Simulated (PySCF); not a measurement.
# MBe for M along group 15

r²SCAN with double-zeta basis sets in PySCF, for the lowest determinant that a PBE0 search found; no spin–orbit coupling. De refers to high-spin ground-configuration atoms. A positive dipole means M(−)Be(+).

```csv
M,basis,state (unpaired electrons),Re (Å),ωe (cm⁻¹),De (eV),μ (D)
N,aug-pcseg-1,"quartet (σ ↑, π ↑↑)",1.631,868,1.98,1.42
P,pcseg-1,"quartet (σ ↑, π ↑↑)",2.086,603,1.58,0.68
As,aug-cc-pVDZ/aug-cc-pVDZ-PP,"quartet (σ ↑, π ↑↑)",2.183,524,1.56,0.12
Sb,x2c-SVPall,"quartet (σ ↑, π ↑↑)",2.414,457,1.39,-0.24
```

The shortest bond is that of BeN (1.631 Å), the longest that of BeSb (2.414 Å).

The rows differ in basis set, which adds steps of its own.

Relativity is treated differently too: N no relativity; P no relativity; As scalar-relativistic core potentials; Sb spin-free X2C.

Down a group bonds as a rule get longer and wavenumbers fall, partly through the reduced mass; this series shows no clear exception.

Spin–orbit coupling is left out, which matters for elements this heavy, above all for dissociation energies. States were picked by a PBE0 search and need not be the measured ground states.
